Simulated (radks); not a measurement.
Neutral selenium inside a hard spherical wall (all orbitals vanish at R), configuration held at [Ar] 3d10 4s2 4p4 and not refilled when levels cross. Method: non-relativistic Kohn-Sham, PBE, spin-unpolarised, spherical densities, point nucleus; computed with a radial shooting solver on a logarithmic mesh with Libxc functionals. Eigenvalues in eV, with the zero of energy where the potential of the charges vanishes at infinity; a dash marks a level that is unbound or too diffuse for the functional's potential to be trusted. A positive occupied level is held by the wall or, in an anion where self-interaction has pushed it up, behind a barrier. The pressure on the wall is -dE/dV.

R (bohr),E (hartree),kinetic (hartree),e(3p),e(3d),e(4s),e(4p),"e(5s, empty)","e(5p, empty)",pressure (GPa)
free,-2401.15604,2399.698,-151.38,-54.468,-16.720,-6.548,-,-,0
12,-2401.15604,2399.698,-151.38,-54.467,-16.720,-6.547,-0.235,1.103,< 0.0001
10,-2401.15597,2399.699,-151.38,-54.460,-16.714,-6.542,0.094,1.823,0.00221
7,-2401.15176,2399.734,-151.13,-54.217,-16.521,-6.349,2.307,5.553,0.281
6,-2401.13900,2399.821,-150.65,-53.734,-16.155,-5.962,4.766,9.127,1.54
4,-2400.84721,2401.266,-145.50,-48.643,-12.316,-1.430,24.044,32.924,69.3
3.5,-2400.48005,2402.784,-141.57,-44.779,-9.062,2.562,38.733,49.552,207
3,-2399.61623,2405.953,-135.10,-38.431,-2.788,10.219,65.265,78.517,680
2.5,-2397.43002,2413.155,-124.16,-27.712,10.627,26.175,116.95,133.11,2590
2,-2391.13265,2432.372,-103.72,-7.327,44.438,64.564,230.08,248.76,12500
1.5,-2368.33897,2497.701,-56.699,42.297,153.63,180.46,528.67,543.41,90900
